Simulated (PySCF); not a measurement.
A GIAO shielding run with PySCF 2.14 (density fitting, non-relativistic, gas phase) on `BC#CC(F)(F)F`, C$_{3}$H$_{2}$BF$_{3}$:

```
$ OMP_NUM_THREADS=1 python probes_run.py task.json out

{"job": {"kind": "nmr", "xc": "LDA", "basis": "pcSseg-2", "pop": false}, "charge": 0, "multiplicity": 1}
B      2.352367     0.272780    -0.090284
C      0.851543     0.096258    -0.024687
C     -0.357490    -0.048842     0.021277
C     -1.817201    -0.216896     0.063069
F     -2.162137    -1.397743     0.571261
F     -2.335217    -0.135984    -1.160508
F     -2.369083     0.732291     0.815613
H      3.069224    -0.504607     0.487591
H      2.815878     1.187987    -0.722325
```

Hardware: 1 thread of an Arm Neoverse V1, shared host.

Task: How large is the calculation?

Result: 52 electrons, 280 basis functions and 749 auxiliary functions.

Task: How long does it take, and how much memory does it need?

Result: 39 s of wall time, with 15 SCF cycles; peak memory 0.88 GiB. Times on a shared host scatter by some tens of per cent.

Task: And these other runs on the same molecule and hardware: GIAO shielding at B3LYP/pcSseg-2; GIAO shielding at B97-D/pcSseg-2; GIAO shielding at CAM-B3LYP/pcSseg-2; GIAO shielding at HF/pcSseg-2; GIAO shielding at LC-wPBE/pcSseg-2; GIAO shielding at PBE0/6-31G?

Result: B3LYP/pcSseg-2: 280 functions, 36 s; B97-D/pcSseg-2: 280 functions, 45 s; CAM-B3LYP/pcSseg-2: 280 functions, 49 s; HF/pcSseg-2: 280 functions, 20 s; LC-wPBE/pcSseg-2: 280 functions, 63 s; PBE0/6-31G: 67 functions, 5 s.
